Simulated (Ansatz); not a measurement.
Calculated with Ansatz (gas phase, PBE0-D4/def2-TZVP geometries, no zero-point term in ΔE). CCSD(T)/CBS adds triple-zeta CCSD(T) − MP2 to the extrapolated MP2 energy (def2 sets, frozen cores). DFT in def2-TZVPP. B3LYP here is the variant with VWN-RPA as its local correlation; programs differ in this. HSE06 is defined as in plane-wave codes. Each species was taken in one conformer, which may not be the lowest.

Reaction (ligand exchange at a B–O bond): `B[O][AlH][BH2]` + `[OH][Al]([OH])[F]` → `B[O][Al]([OH])[F]` + `[BH2][AlH][OH]`

`B[O][AlH][BH2]`:

```xyz
9

B    -0.808   -1.808    1.048
O    -0.645   -0.760    0.243
Al   -0.424    0.576   -0.774
B     1.381    1.668   -0.557
H    -0.422   -2.894    0.698
H    -1.336   -1.658    2.121
H    -1.604    0.870   -1.791
H     2.373    1.406   -1.176
H     1.485    2.601    0.189
```

`[OH][Al]([OH])[F]`:

Z-matrix (Å, degrees):
```
Al
O 1 1.680
F 1 1.647 2 120.7
O 1 1.680 2 118.5 3 180.0
H 2 0.955 1 122.9 3 0.0
H 4 0.955 1 122.9 2 -180.0
```

`B[O][Al]([OH])[F]`:

```xyz
8

B    -1.108   -0.335   -1.571
O    -0.403   -0.229   -0.442
Al    0.468   -0.065    0.967
O     1.561    1.198    1.115
F     0.233   -1.149    2.175
H    -2.168    0.228   -1.661
H    -0.674   -0.995   -2.479
H     2.091    1.346    1.896
```

`[BH2][AlH][OH]`:

Z-matrix (Å, degrees):
```
B
Al 1 2.121
H 1 1.199 2 122.7
H 1 1.199 2 122.7 3 -178.8
O 2 1.703 1 116.4 3 -90.7
H 2 1.595 1 125.1 3 89.3
H 5 0.956 2 123.0 1 179.9
```

```
             level  ΔE (kJ/mol)  difference from CCSD(T)/CBS
           PBE0-D4          4.2                          1.1
        r2SCAN0-D4          3.4                          0.3
      CAM-B3LYP-D4          3.3                          0.2
             B3LYP          4.0                          0.9
           r2SCANh          3.9                          0.8
             HSE06          4.3                          1.2
RPA@PBE/def2-TZVPP          2.3                         -0.8
CCSD(T)/def2-TZVPP          2.9                         -0.2
SCS-MP2/def2-QZVPP          2.9                         -0.2
     MP2/CBS(def2)          3.5                          0.4
       CCSD(T)/CBS          3.1                            0
```

Largest T1 diagnostic among the species: 0.014.

Leaving LDA and LC-ωPBE aside and taking each functional with its dispersion term where it has one, the values, not all of them listed here, spread over 3.3 kJ/mol, from BHLYP-D4 to PBE-D4. At CCSD(T), def2-SVP lies −5.6 kJ/mol from the extrapolated value and def2-TZVPP −0.2 kJ/mol.
